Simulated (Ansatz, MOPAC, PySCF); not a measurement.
Noncovalent pair: CH4 (SMILES C) (first 5 atoms) with CH6Si (SMILES C[SiH3]); geometry from B3LYP-D3(BJ)/def2-TZVP, rigid monomers moved along the line of their centres of mass till C1···Si7 is 3.51 Å.
(charge 0, multiplicity 1):
```xyz
13

C     -0.0819     0.0014    -0.3131
H     -1.0374    -0.0953     0.2006
H      0.3018     1.0128    -0.1849
H      0.6276    -0.7111     0.1046
H     -0.2193    -0.2010    -1.3743
C     -0.1906     1.2639     3.0257
Si     0.1518    -0.5763     3.1448
H     -0.3132     1.5693     1.9857
H      0.6310     1.8407     3.4541
H     -1.1029     1.5241     3.5655
H     -0.9639    -1.3570     2.5574
H      0.3087    -0.9846     4.5626
H      1.3976    -0.9268     2.4208
```

Monomers are frozen at their geometry in the pair; levels with a basis set take the counterpoise correction. Rows marked so take none.

Cores are frozen in the correlated methods. Rows in 6-311+G**, 6-31G*, STO-3G carry no dispersion term and start afresh at each structure (6-31G* with six Cartesian d functions). MP2/6-31G* freezes PySCF's default core. The state that PM6 reach isn't checked.

Codes used: Ansatz (a program for electronic structure) with Gaussian orbitals; MOPAC for PM6 (differences of heats of formation); PySCF for 6-311+G** rows, 6-31G* rows, STO-3G rows, the dispersion terms. Each number belongs to the level named beside it.

Other levels give for the interaction energy: PBE/def2-TZVPPD 0.99; B3LYP/def2-TZVPPD 2.05; B3LYP-D3(BJ)/def2-TZVPPD -0.42; wB97M-V/def2-TZVPPD -0.33; CCSD(T)/aug-cc-pV(D+d)Z 0.23 kcal/mol.

Common cheap choices:

```csv
level,interaction energy (kcal/mol)
PM6,0.60
HF/STO-3G (no counterpoise),2.33
HF/6-31G*,2.85
BP86/6-31G* (no counterpoise),2.05
B3LYP/6-31G*,2.13
B3LYP/6-311+G** (no counterpoise),2.07
M06-2X/6-31G* (no counterpoise),-0.92
MP2/6-31G*,1.73
```
